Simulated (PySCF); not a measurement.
Br$_{3}$Ti (SMILES [Br][Ti+]([Br])[Br]), charge +1, singlet, geometry from GFN2-xTB (such geometries of metal compounds can be far from the true shape) (the multiplicity is a formal guess), with bond 3-1 at 2.0 times its length; B3LYP/STO-3G in PySCF.

Here is a job for PySCF.
```python
from pyscf import gto, scf, dft

mol = gto.M(
    atom='''
Ti   -0.40397034    0.36329094    0.72751382
Br   -1.51088939   -1.38348014   -0.38554641
Br    0.51600414    3.18571580   -2.91241654
Br    1.70879671   -0.61937754    1.02070337
''',
    basis='sto-3g',
    charge=1,
    verbose=4,
)

mf = dft.RKS(mol)
mf.xc = 'b3lyp'
mf.diis_space = 12
mf.kernel()
```

It wrote (shortened):

```
PySCF version 2.14.0

[INPUT] verbose = 4
[INPUT] num. atoms = 4
[INPUT] num. electrons = 126
[INPUT] charge = 1
[INPUT] spin (= nelec alpha-beta = 2S) = 0
[INPUT] symmetry False subgroup None
[INPUT] Mole.unit = angstrom
[INPUT] Symbol           X                Y                Z      unit          X                Y                Z       unit  Magmom
[...]
nuclear repulsion = 845.520866447764
number of shells = 32
number of NR pGTOs = 216
number of NR cGTOs = 72
basis = sto-3g
ecp = {}

******** <class 'pyscf.dft.rks.RKS'> ********
method = RKS
initial guess = minao
damping factor = 0
level_shift factor = 0
DIIS = <class 'pyscf.scf.diis.CDIIS'>
diis_start_cycle = 1
diis_space = 12
diis_damp = 0
SCF conv_tol = 1e-09
SCF conv_tol_grad = None
SCF max_cycles = 50
direct_scf = True
direct_scf_tol = 1e-13
XC library pyscf.dft.libxc version 7.1.2
    S. Lehtola, C. Steigemann, M. J. T. Oliveira, and M. A. L. Marques,  SoftwareX 7, 1–5 (2018)
XC functionals = b3lyp
    P. J. Stephens, F. J. Devlin, C. F. Chabalowski, and M. J. Frisch,  J. Phys. Chem. 98, 11623 (1994)
radial grids:
    Treutler-Ahlrichs [JCP 102, 346 (1995); DOI:10.1063/1.469408] (M4) radial grids

becke partition: Becke, JCP 88, 2547 (1988); DOI:10.1063/1.454033
pruning grids: <function nwchem_prune>
grids dens level: 3
symmetrized grids: False
atomic radii adjust function: <function treutler_atomic_radii_adjust>
small_rho_cutoff = 0
Set gradient conv threshold to 3.16228e-05
Initial guess from minao.
tot grids = 82176
init E= -8467.34018437521
[...]
cycle= 1 E= -8477.64190706605  delta_E= -10.3  |g|= 0.882  |ddm|= 2.83
[...]
cycle= 2 E= -8455.20214433831  delta_E= 22.4  |g|= 4.99  |ddm|= 8.78
[...]
cycle= 3 E= -8470.40959672774  delta_E= -15.2  |g|= 1.93  |ddm|= 5.91
[...]
cycle= 4 E= -8478.13329754822  delta_E= -7.72  |g|= 0.298  |ddm|=  5.7
[...]
cycle= 5 E= -8470.37924634285  delta_E= 7.75  |g|= 1.86  |ddm|= 5.73
[...]
cycle= 6 E= -8470.41289388676  delta_E= -0.0336  |g|= 1.84  |ddm|= 0.073
[...]
cycle= 7 E= -8470.45623391885  delta_E= -0.0433  |g|= 1.81  |ddm|= 0.063
[...]
cycle= 8 E= -8470.48721377622  delta_E= -0.031  |g|= 1.79  |ddm|= 0.049
[...]
cycle= 9 E= -8470.38982886023  delta_E= 0.0974  |g|= 1.87  |ddm|= 0.123
[...]
cycle= 10 E= -8470.39485301146  delta_E= -0.00502  |g|= 1.86  |ddm|= 0.0111
[...]
cycle= 11 E= -8470.36537511319  delta_E= 0.0295  |g|= 1.88  |ddm|= 0.105
[...]
cycle= 12 E= -8470.35315494021  delta_E= 0.0122  |g|= 1.89  |ddm|= 0.107
[...]
[...]
cycle= 20 E= -8470.26643914078  delta_E=  7.9  |g|= 1.93  |ddm|= 5.72
[...]
cycle= 21 E= -8470.21921720928  delta_E= 0.0472  |g|= 1.97  |ddm|= 0.0733
[...]
cycle= 22 E= -8470.26233050388  delta_E= -0.0431  |g|= 1.93  |ddm|= 0.0662
[...]
cycle= 23 E= -8470.25822315704  delta_E= 0.00411  |g|= 1.94  |ddm|= 0.0513
[...]
cycle= 24 E= -8470.22172375068  delta_E= 0.0365  |g|= 1.97  |ddm|= 0.158
[...]
cycle= 25 E= -8470.22634061519  delta_E= -0.00462  |g|= 1.97  |ddm|= 0.154
[...]
cycle= 26 E= -8470.29026648863  delta_E= -0.0639  |g|= 1.92  |ddm|= 0.128
[...]
cycle= 27 E= -8470.27432037101  delta_E= 0.0159  |g|= 1.93  |ddm|= 0.0223
[...]
cycle= 28 E= -8470.22741660637  delta_E= 0.0469  |g|= 1.97  |ddm|= 0.105
[...]
cycle= 29 E= -8470.39562888043  delta_E= -0.168  |g|= 1.83  |ddm|= 0.205
[...]
cycle= 30 E= -8470.43789612427  delta_E= -0.0423  |g|=  1.8  |ddm|= 0.0849
[...]
cycle= 31 E= -8470.4347958758  delta_E= 0.0031  |g|=  1.8  |ddm|= 0.195
[...]
cycle= 32 E= -8477.09208284519  delta_E= -6.66  |g|= 1.51  |ddm|= 6.24
[...]
cycle= 33 E= -8477.72689309665  delta_E= -0.635  |g|= 0.877  |ddm|= 1.36
[...]
cycle= 34 E= -8478.16054400544  delta_E= -0.434  |g|= 0.165  |ddm|= 1.57
[...]
cycle= 35 E= -8470.31668101983  delta_E= 7.84  |g|= 1.89  |ddm|= 5.72
[...]
cycle= 36 E= -8470.34762983768  delta_E= -0.0309  |g|= 1.87  |ddm|= 0.0781
[...]
cycle= 37 E= -8470.34666564976  delta_E= 0.000964  |g|= 1.87  |ddm|= 0.251
[...]
cycle= 38 E= -8470.32932264199  delta_E= 0.0173  |g|= 1.88  |ddm|=  0.3
[...]
cycle= 39 E= -8470.31631274912  delta_E= 0.013  |g|= 1.89  |ddm|= 0.0853
[...]
cycle= 40 E= -8470.30931210945  delta_E= 0.007  |g|=  1.9  |ddm|= 0.0687
[...]
cycle= 41 E= -8470.32282238025  delta_E= -0.0135  |g|= 1.89  |ddm|= 0.0248
[...]
cycle= 42 E= -8470.2397405415  delta_E= 0.0831  |g|= 1.95  |ddm|= 0.165
[...]
cycle= 43 E= -8470.22826308073  delta_E= 0.0115  |g|= 1.96  |ddm|= 0.0802
[...]
cycle= 44 E= -8470.25705168988  delta_E= -0.0288  |g|= 1.94  |ddm|= 0.0679
[...]
cycle= 45 E= -8470.27827904768  delta_E= -0.0212  |g|= 1.92  |ddm|= 0.0343
[...]
cycle= 46 E= -8470.30554601655  delta_E= -0.0273  |g|= 1.92  |ddm|= 0.133
[...]
cycle= 47 E= -8477.11540275848  delta_E= -6.81  |g|= 1.48  |ddm|= 6.24
[...]
cycle= 48 E= -8477.74351135358  delta_E= -0.628  |g|= 0.857  |ddm|= 1.36
[...]
cycle= 49 E= -8478.16498474877  delta_E= -0.421  |g|= 0.15  |ddm|= 1.59
[...]
cycle= 50 E= -8470.20878525863  delta_E= 7.96  |g|= 1.98  |ddm|= 5.71
SCF not converged.
SCF energy = -8470.20878525863
```

The run did not converge; its last values are not results.
